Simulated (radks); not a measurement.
Initial-state core-level shifts of the europium ion Eu+ when its valence configuration changes from [Xe] 4f7 6s1. All-electron calculation, scalar-relativistic Kohn-Sham, r2SCAN, spin-polarised, spherical densities, finite nucleus; open shells are filled with parallel spins first (spin-orbit coupling, left out, can overturn this in heavy ions); meta-GGA in the generalised Kohn-Sham scheme; Fermi nuclear charge, rms radius 5.1115 fm. Program: a radial shooting solver on a logarithmic mesh with Libxc functionals. Shifts are changes of the shell-averaged eigenvalues in eV (positive: less bound); the change of the density at the nucleus, which sets a Mossbauer isomer shift, is in e/bohr^3, on a base of 6.054e+05.

| valence | 3s | 4s | 4p | 4d | density at nucleus |
|---|---|---|---|---|---|
| 4f6 5d1 6s1 | -8.411 | -7.935 | -7.746 | -7.429 | +32.35 |
| 4f6.5 6s1.5 | -5.287 | -5.104 | -5.025 | -4.893 | +31.17 |
| 4f5 5d1 6s2 | -20.873 | -19.620 | -19.189 | -18.489 | +109.47 |
| 4f6 5d1 6p1 | -9.645 | -9.173 | -8.984 | -8.667 | -0.33 |
| 4f7 6p1 | -1.238 | -1.248 | -1.251 | -1.256 | -28.03 |
| 4f8 | +3.558 | +3.456 | +3.392 | +3.282 | -40.38 |
| 4f6 6s1 6p1 | -11.943 | -11.484 | -11.305 | -11.009 | +37.67 |
| 4f6 6s1.5 6p0.5 | -11.561 | -11.106 | -10.928 | -10.634 | +52.87 |
| 4f5 5d2 6s1 | -17.932 | -16.680 | -16.243 | -15.527 | +69.61 |
